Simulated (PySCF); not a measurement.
Start geometry of `C(#C)C#CC(F)(F)F` from GFN2-xTB (Å):
```
atom  x, y, z in Å
C1     3.202   -0.121   -0.365
C2     1.982   -0.063   -0.217
C3     0.623   -0.020   -0.050
C4    -0.519    0.021    0.115
C5    -1.993    0.054    0.294
F6    -2.348    0.838    1.343
F7    -2.496   -1.160    0.537
F8    -2.612    0.555   -0.778
H9     4.220   -0.122   -0.484
```

Q: What comes out of this run: PySCF 2.14.0, PBE0-D3(BJ)/def2-SVP geometry optimisation, gas phase?

A: 
```
atom  x, y, z in Å
C1     3.1922   -0.1025   -0.4496
C2     1.9912   -0.0595   -0.2671
C3     0.6376   -0.0163   -0.0598
C4    -0.5623    0.0171    0.1250
C5    -2.0107    0.0598    0.3568
F6    -2.3024    0.8262    1.4063
F7    -2.4930   -1.1590    0.5938
F8    -2.6494    0.5549   -0.7017
H9     4.2548   -0.1379   -0.6104
```

The energy falls by 7.2 kcal/mol over 9 energy and gradient evaluations, the largest force component goes from 0.1607 to 3.5e-04 Eh/bohr, and the atoms move by 0.029 Å rms after alignment. The bond that changes most is C3≡C4 (both ends alkyne carbon), which lengthens by 0.060 Å. Bonds longer at the end by more than 0.005 Å: 2 of 8; shorter: 3. Among the angles that change most is C2–C1–H9, from 177.4° to 179.9°. Rotational constants go from 5701, 889.9, 889.3 to 5735, 884.1, 884.0 MHz. The orientation of the end geometry is arbitrary; only internal coordinates are fixed.

The run used 117 basis functions and 62 SCF cycles in all. The run took 42 s of wall time on an Arm Neoverse V1 with one thread, no GPU (shared host), and the process peaked at 0.47 GiB of memory.

PBE0-D3(BJ)/def2-SVP frequencies: not computed here.
